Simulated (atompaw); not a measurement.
Before and after: PAW (atompaw) potential for beryllium

* Element: beryllium
* Generator: atompaw 4.2.0.5
* Type: PAW
* Functional: LDA (PW92)
* Relativity: scalar-relativistic
* Frozen core: none
* Valence charge: 4
* Reference configuration: 1s2 2s0 2p0 (charge +2)
* Partial waves: 1s (bound): rc 0.40 bohr; 2s (bound, empty): rc 0.80 bohr; 2p (bound, empty): rc 3.00 bohr; 2p channel at 1.75 Ry: rc 3.00 bohr
* Local potential: troulliermartins scheme with l = 2 at 1 Ry, radius 2.75 bohr
* Core correction: none
* Augmentation charge: sinc compensation charge, radius 2.60 bohr; PAW radius 3.00 bohr; waves and projectors: custom rrkj vanderbiltortho

Change: local potential troulliermartins scheme with l = 2 at 1 Ry, radius 2.50 bohr.

Cutoffs: the cutoffs (Ry, on a coarse ladder) from which the occupation-weighted sum of valence levels, in a spherical-Bessel basis at the reference potential, stays within 10 and 1 mRy of its value at 400 Ry; they do not see the model core or the augmentation charge, which bear on the density cutoff.

Problem. What does the change do?

Solution. The bound ghost in s disappears; the range in which the s phases agree widens (upper end -0.3 → at the end of the scan); the range in which the p phases agree widens (upper end -0.3 → at the end of the scan). A state that the projectors do not describe sees the local part alone, so a deeper or shallower local part can create or remove a ghost.

```tsv
quantity	base	changed
cutoff, loose	300 Ry	300 Ry
cutoff, tight	over 300 Ry	over 300 Ry
bound ghosts	s	none
s: phases at 3.01 bohr within 0.05 rad from the reference energy up to (Ry; the scan ends near 5)	-0.3	to the end of the scan
p: phases at 3.01 bohr within 0.05 rad from the reference energy up to (Ry; the scan ends near 5)	-0.3	to the end of the scan
lowest overlap eigenvalue by channel	s 0.20, p 0.76	s 0.26, p 0.75
```

 A true bound ghost makes a file unfit for plane-wave use even where its test errors are small: the radial tests pick states by their node count and pass the ghost by. The cutoffs see the waves, projectors and local potential, not the compensation charge or the core.
